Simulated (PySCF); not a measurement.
H₄Cl₃NSi₂, singlet, geometry from GFN2-xTB; DF-R2SCAN/6-311G** run with PySCF.

The PySCF input:
```python
from pyscf import gto, scf, dft

mol = gto.Mole()
mol.atom = '''
    Si   -2.464019    0.065930    1.167702
    N    -0.902186    0.759336    0.786911
    Si    0.378901    0.083687   -0.134239
    Cl    0.985022   -1.647111    0.693563
    Cl    1.882024    1.425475   -0.144782
    Cl   -0.233015   -0.297572   -2.014143
    H    -2.241738   -1.191808    1.878365
    H    -3.187181   -0.166099   -0.082042
    H    -3.096142    1.084134    2.001904
    H    -0.746504    1.690332    1.136071
'''
mol.basis = '6-311g**'
mol.charge = 0
mol.spin = 0
mol.verbose = 4
mol.max_memory = 1800
mol.build()

mf = dft.RKS(mol)
mf.xc = 'r2scan'
mf = mf.density_fit(auxbasis='def2-universal-jkfit')
mf.kernel()
```

Output, abridged:

```
PySCF version 2.14.0

[INPUT] verbose = 4
[INPUT] num. atoms = 10
[INPUT] num. electrons = 90
[INPUT] charge = 0
[INPUT] spin (= nelec alpha-beta = 2S) = 0
[INPUT] symmetry False subgroup None
[INPUT] Mole.unit = angstrom
[INPUT] Symbol           X                Y                Z      unit          X                Y                Z       unit  Magmom
[INPUT]  1 Si    -2.464019000000   0.065930000000   1.167702000000 AA   -4.656321075725   0.124589643393   2.206636975107 Bohr   0.0
[INPUT]  2 N     -0.902186000000   0.759336000000   0.786911000000 AA   -1.704884453417   1.434937076523   1.487046274408 Bohr   0.0
[INPUT]  3 Si     0.378901000000   0.083687000000  -0.134239000000 AA    0.716019118324   0.158145510186  -0.253674945235 Bohr   0.0
[INPUT]  4 Cl     0.985022000000  -1.647111000000   0.693563000000 AA    1.861421806671  -3.112588686758   1.310644120132 Bohr   0.0
[INPUT]  5 Cl     1.882024000000   1.425475000000  -0.144782000000 AA    3.556509919858   2.693757347414  -0.273598327767 Bohr   0.0
[INPUT]  6 Cl    -0.233015000000  -0.297572000000  -2.014143000000 AA   -0.440334532916  -0.562329582339  -3.806178645710 Bohr   0.0
[INPUT]  7 H     -2.241738000000  -1.191808000000   1.878365000000 AA   -4.236270863030  -2.252190713066   3.549595411969 Bohr   0.0
[INPUT]  8 H     -3.187181000000  -0.166099000000  -0.082042000000 AA   -6.022899199417  -0.313881619564  -0.155036910712 Bohr   0.0
[INPUT]  9 H     -3.096142000000   1.084134000000   2.001904000000 AA   -5.850860422763   2.048716342329   3.783050287671 Bohr   0.0
[INPUT] 10 H     -0.746504000000   1.690332000000   1.136071000000 AA   -1.410688110892   3.194264539588   2.146863048061 Bohr   0.0

nuclear repulsion = 635.510117953105
number of shells = 84
number of NR pGTOs = 297
number of NR cGTOs = 172
basis = 6-311g**
ecp = {}

******** <class 'pyscf.df.df_jk.DFRKS'> ********
method = DFRKS
initial guess = minao
damping factor = 0
level_shift factor = 0
DIIS = <class 'pyscf.scf.diis.CDIIS'>
diis_start_cycle = 1
diis_space = 8
diis_damp = 0
SCF conv_tol = 1e-09
SCF conv_tol_grad = None
SCF max_cycles = 50
direct_scf = False
XC library pyscf.dft.libxc version 7.1.2
    S. Lehtola, C. Steigemann, M. J. T. Oliveira, and M. A. L. Marques,  SoftwareX 7, 1–5 (2018)
XC functionals = r2scan
    J. W. Furness, A. D. Kaplan, J. Ning, J. P. Perdew, and J. Sun,  J. Phys. Chem. Lett. 11, 8208–8215 (2020)
    J. W. Furness, A. D. Kaplan, J. Ning, J. P. Perdew, and J. Sun,  J. Phys. Chem. Lett. 11, 9248–9248 (2020)
    J. W. Furness, A. D. Kaplan, J. Ning, J. P. Perdew, and J. Sun,  J. Phys. Chem. Lett. 11, 8208–8215 (2020)
    J. W. Furness, A. D. Kaplan, J. Ning, J. P. Perdew, and J. Sun,  J. Phys. Chem. Lett. 11, 9248–9248 (2020)
radial grids:
    Treutler-Ahlrichs [JCP 102, 346 (1995); DOI:10.1063/1.469408] (M4) radial grids

becke partition: Becke, JCP 88, 2547 (1988); DOI:10.1063/1.454033
pruning grids: <function nwchem_prune>
grids dens level: 3
symmetrized grids: False
atomic radii adjust function: <function treutler_atomic_radii_adjust>
small_rho_cutoff = 0
Set gradient conv threshold to 3.16228e-05
Initial guess from minao.
tot grids = 148136
init E= -2017.3008367768
  HOMO = -0.320851307565933  LUMO = -0.0494938703600322  gap/eV = 7.38401
cycle= 1 E= -2016.75039123204  delta_E= 0.55  |g|= 0.62  |ddm|= 2.88
  HOMO = -0.184068044102009  LUMO = -0.0284488971905465  gap/eV = 4.23461
cycle= 2 E= -2016.64268771888  delta_E= 0.108  |g|= 0.913  |ddm|= 1.17
  HOMO = -0.270748553398234  LUMO = -0.0251507104627344  gap/eV = 6.68306
cycle= 3 E= -2016.8210261746  delta_E= -0.178  |g|= 0.131  |ddm|= 0.811
  HOMO = -0.254997515011685  LUMO = -0.0256360902040167  gap/eV = 6.24124
cycle= 4 E= -2016.8243758074  delta_E= -0.00335  |g|= 0.0593  |ddm|= 0.17
  HOMO = -0.261044311187248  LUMO = -0.0273240030791935  gap/eV = 6.35985
cycle= 5 E= -2016.82510988124  delta_E= -0.000734  |g|= 0.0162  |ddm|= 0.0716
  HOMO = -0.259765262933913  LUMO = -0.0260636923311246  gap/eV = 6.35934
cycle= 6 E= -2016.82517831743  delta_E= -6.84e-05  |g|= 0.00216  |ddm|= 0.0205
  HOMO = -0.259959709508804  LUMO = -0.0262318026925006  gap/eV = 6.36006
cycle= 7 E= -2016.8251794564  delta_E= -1.14e-06  |g|= 0.00035  |ddm|= 0.0026
  HOMO = -0.259954100619334  LUMO = -0.0262120259048562  gap/eV = 6.36045
cycle= 8 E= -2016.82517948484  delta_E= -2.84e-08  |g|= 7.41e-05  |ddm|= 0.000438
  HOMO = -0.259951866043377  LUMO = -0.0262097818109757  gap/eV = 6.36045
cycle= 9 E= -2016.82517948601  delta_E= -1.17e-09  |g|= 2.87e-05  |ddm|= 0.000107
  HOMO = -0.259952540937469  LUMO = -0.0262107788650456  gap/eV = 6.36044
cycle= 10 E= -2016.82517948621  delta_E= -1.99e-10  |g|= 6.25e-06  |ddm|= 3.74e-05
  HOMO = -0.25995323412741  LUMO = -0.0262113791388847  gap/eV = 6.36044
Extra cycle  E= -2016.8251794862  delta_E= 1.23e-11  |g|= 7.44e-06  |ddm|= 1.57e-05
converged SCF energy = -2016.8251794862
```
